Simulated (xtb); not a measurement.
C$_{2}$H$_{6}$Zn, charge -1, doublet, at a GFN2-xTB geometry (such geometries of metal compounds can be far from the true shape) (a state made from the parent by changing its charge; the spin is typed, not shown lowest). Base run: GFN0-xTB (xtb 6.7.1).

Input for xtb:
```
$ xtb mol.xyz --gfn 0 --chrg -1 --uhf 1 --json

# file mol.xyz
9

Zn     0.17759845    -0.49094132     0.13229608
C      1.32147960     0.97021973    -1.47352980
H      2.31271718     0.65165162    -1.82828766
H      1.45764629     1.96698810    -1.03361241
H      0.70453769     1.11057171    -2.37174891
C     -1.85600265     0.51046515     1.07390291
H     -2.76985616    -0.08881283     0.94903778
H     -2.04018173     1.46487311     0.56600317
H     -1.78567864     0.73885854     2.14748685
```

Each row names what was changed in the base input (with any setting that the change needs).

```csv
change,ΔE vs base (kJ/mol)
base,0.00
etemp = 5000,-7.18
etemp = 10,0.00
acc = 30,0.00
```
